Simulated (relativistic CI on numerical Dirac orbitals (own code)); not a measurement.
# Electric-dipole transitions in Ir65+

Method of calculation: Dirac-Coulomb-Breit CI, KLI orbitals optimised for each configuration, model QED (radiative potential, 1s self-energy scaled to tabulated hydrogen-like ionisation energies), unscaled Slater integrals (own radial code, finite nucleus).

CI space (outside the closed core [Ne]): 3s2, 3s.3p, 3p2, 3s.3d, 3d2, 3p.3d, 3p.4s, 3d.4s, 3s.4s, 3s.4p, 3s.4d, 3s.4f, 3s.5s, 3s.5p, 3s.5d, 4s2, 3s.5f, 3s.5g, 3s.6s, 3s.6p, 3s.6d. Levels of other configurations are missing.

```tsv
λ vac (Å)	Lower	Upper	A (s⁻¹)	log gf	S velocity/length
2.6400	3s.3p 3P°_2 [5]	3s.5d 3D_3 [66]	7.33e+13	-0.27	0.97
2.6619	3s.3p 1P°_1 [6]	3s.5d 1D_2 [67]	6.58e+13	-0.46	0.97
2.7587	3s.3d 3D_1 [9]	3s.5f 3F°_2 [68]	8.69e+13	-0.30	0.98
2.7672	3s.3d 3D_2 [10]	3s.5f 3F°_3 [69]	8.06e+13	-0.19	0.98
2.8154	3s.3d 3D_3 [11]	3s.5f 3F°_4 [70]	9.84e+13	0.02	0.98
2.8258	3s.3d 1D_2 [12]	3s.5f 1F°_3 [71]	9.31e+13	-0.11	0.97
3.2657	3s2 1S_0 [1]	3s.4p 1P°_1 [43]	5.51e+13	-0.58	0.99
3.3301	3s.3p 3P°_0 [2]	3s.4d 3D_1 [44]	7.15e+13	-0.45	0.98
3.3443	3s.3p 3P°_1 [3]	3s.4d 3D_2 [45]	1.04e+14	-0.06	0.98
3.4340	3s2 1S_0 [1]	3s.4p 3P°_1 [39]	4.80e+13	-0.59	0.99
3.7345	3s.3p 3P°_2 [5]	3s.4d 3D_3 [46]	1.39e+14	0.31	0.98
3.7772	3s.3p 1P°_1 [6]	3s.4d 1D_2 [47]	1.24e+14	0.12	0.98
3.8974	3p2 1D_2 [7]	3s.4f 3F°_3 [49]	3.94e+13	-0.20	0.98
3.9462	3s.3d 3D_1 [9]	3s.4f 3F°_2 [48]	2.45e+14	0.46	0.99
3.9612	3s.3d 3D_2 [10]	3s.4f 3F°_3 [49]	2.26e+14	0.57	0.98
4.0516	3s.3d 3D_3 [11]	3s.4f 3F°_4 [50]	2.83e+14	0.80	0.98
4.0664	3s.3d 1D_2 [12]	3s.4f 1F°_3 [51]	2.62e+14	0.66	0.98
4.2221	3s.3p 3P°_2 [5]	3s.4s 3S_1 [36]	5.02e+13	-0.40	0.98
8.2626	3s.4p 3P°_2 [42]	3s.5d 3D_3 [66]	2.60e+13	0.27	1.00
8.5948	3s.4d 3D_1 [44]	3s.5f 3F°_2 [68]	4.17e+13	0.36	1.00
8.5951	3s.4d 3D_2 [45]	3s.5f 3F°_3 [69]	4.54e+13	0.55	1.00
8.7981	3s.4d 1D_2 [47]	3s.5f 1F°_3 [71]	4.69e+13	0.58	1.00
8.7984	3s.4d 3D_3 [46]	3s.5f 3F°_4 [70]	4.92e+13	0.71	1.00
9.0542	3s.4f 3F°_2 [48]	3s.5g 3G_3 [72]	7.62e+13	0.82	1.00
9.0711	3s.4f 3F°_3 [49]	3s.5g 3G_4 [73]	7.76e+13	0.94	1.00
9.1407	3s.4f 3F°_4 [50]	3s.5g 3G_5 [74]	8.19e+13	1.05	1.00
9.1837	3s.4f 1F°_3 [51]	3s.5g 1G_4 [75]	7.85e+13	0.95	1.00
15.371	3s.5p 3P°_2 [62]	3s.6d 3D_3 [84]	7.45e+12	0.27	1.00
18.383	3p.3d 3F°_2 [13]	3d2 3F_2 [27]	2.27e+12	-0.24	0.98
18.527	3s.3p 3P°_1 [3]	3s.3d 3D_2 [10]	3.91e+12	0.00	1.02
18.722	3p2 3P_0 [4]	3p.3d 3D°_1 [14]	2.93e+12	-0.34	1.03
18.736	3p.3d 3F°_3 [16]	3d2 1G_4 [31]	1.81e+12	-0.07	1.11
18.876	3p2 1D_2 [7]	3p.3d 3D°_2 [19]	2.04e+12	-0.26	1.01
19.220	3s.3p 3P°_2 [5]	3p2 3P_2 [17]	2.66e+12	-0.13	0.99
19.365	3s.3d 3D_3 [11]	3p.3d 3D°_3 [25]	1.45e+12	-0.24	0.98
19.448	3s.3p 3P°_0 [2]	3p2 3P_1 [8]	1.74e+12	-0.53	1.00
19.467	3p.3d 3D°_1 [14]	3d2 3F_2 [27]	1.99e+12	-0.25	1.07
19.543	3s2 1S_0 [1]	3s.3p 1P°_1 [6]	3.70e+12	-0.20	1.01
20.114	3s.3d 3D_2 [10]	3p.3d 3F°_3 [21]	3.77e+12	0.20	1.01
20.394	3s.3d 3D_3 [11]	3p.3d 3F°_4 [23]	2.36e+12	0.12	1.00
20.480	3s.3p 1P°_1 [6]	3p2 3P_2 [17]	2.63e+12	-0.08	1.00
20.594	3s.3d 1D_2 [12]	3p.3d 3P°_2 [24]	1.98e+12	-0.20	0.96
38.105	3s.3p 3P°_2 [5]	3s.3d 3D_3 [11]	3.03e+11	-0.34	1.06
38.680	3p2 3P_2 [17]	3p.3d 3D°_3 [25]	5.29e+11	-0.08	1.09
42.058	3p.3d 3D°_3 [25]	3d2 3F_4 [33]	3.67e+11	-0.06	1.18
```

Terms are leading LS components. Brackets give the number of a level in order of energy, since labels repeat. The list gives strong lines, with weight on those to low levels. Levels whose partners in the same complex of configurations lie outside the list can be far off, and so can their lines. Rates are taken at the computed energies, electric ones in the length gauge. A velocity-to-length ratio far from 1 marks an uncertain rate.

At this charge energies of transitions that change n are usually good to better than 1 %, and those within a shell (Δn = 0) to a few per cent.

(1) From the table, what is the radiative lifetime of 3s.5d 3D_3?

Results:

(1) The listed rates from this level add up to about 9.93e+13 s⁻¹, 98 % of its decay; with all channels τ = 9.91e-15 s.

LS names give the leading component of a level, which can be under half, so a name can repeat, a term be missing and a line seem to break the LS rules.
